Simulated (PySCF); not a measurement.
**How the method changes the constants of SbN**

State: ¹Σ⁺ (singlet), closed shell. Set-up: PySCF, spin-free X2C with a Gaussian nucleus, basis sets Sb x2c-SVPall, N x2c-SVPall. De refers to Sb + N in their high-spin ground configurations, without counterpoise correction. A positive dipole means Sb(−)N(+). Levels whose curve was spin-contaminated or gave no clean fit are not listed.

```csv
Level,Re (Å),ωe (cm⁻¹),De (eV),μ (D)
RHF,1.775,1099,-2.01,-4.17
RHF-CCSD,1.843,892,2.10,n/a
RHF-CCSD(T),1.868,822,2.65,n/a
PBE,1.846,895,4.04,-3.25
PW91,1.844,897,4.06,-3.25
r²SCAN,1.831,933,3.02,-3.40
B3LYP,1.827,941,3.35,-3.47
```

Q: Which functional lies closest to RHF-CCSD(T) in De, which farthest, and by how much do they differ from it?

A: Closest is r²SCAN (-3.7 pm in Re, +13.5 % in ωe, +0.37 eV in De against RHF-CCSD(T) in the same basis), farthest PW91 (-2.4 pm in Re, +9.1 % in ωe, +1.41 eV in De). CCSD(T) converges more slowly with the basis than the functionals do and binds too weakly in this one, so the order can change at the basis-set limit.

Q: What does the step from GGA to meta-GGA do here, going from PBE to r²SCAN?

A: r²SCAN less PBE: -1.5 pm in Re, +4.2 % in ωe, -1.02 eV in De. 

Q: What does the triples do here, going from RHF-CCSD to RHF-CCSD(T)?

A: RHF-CCSD(T) less RHF-CCSD: +2.5 pm in Re, -7.8 % in ωe, +0.55 eV in De. Correlation nearly always deepens the well. The bond lengthens, as in strong covalent bonds, where excitations into antibonding orbitals dominate.

Correlated steps freeze 19 core orbitals. Correlated levels converge slowly with the basis: in double zeta they bind strong bonds too weakly, by up to about 1 eV, and carry superposition errors of some tenths. Spin–orbit coupling is left out, which matters for elements this heavy, above all for dissociation energies. Where the molecule has an RHF reference, its open-shell atoms are computed with UHF. A negative De means that the minimum lies above the separated atoms at that level.

The whole job (state search and all levels along the bond) took about 2.9 min on 1 thread of Oxide Virtual Turin-like (shared host), peak memory 0.6 GiB.
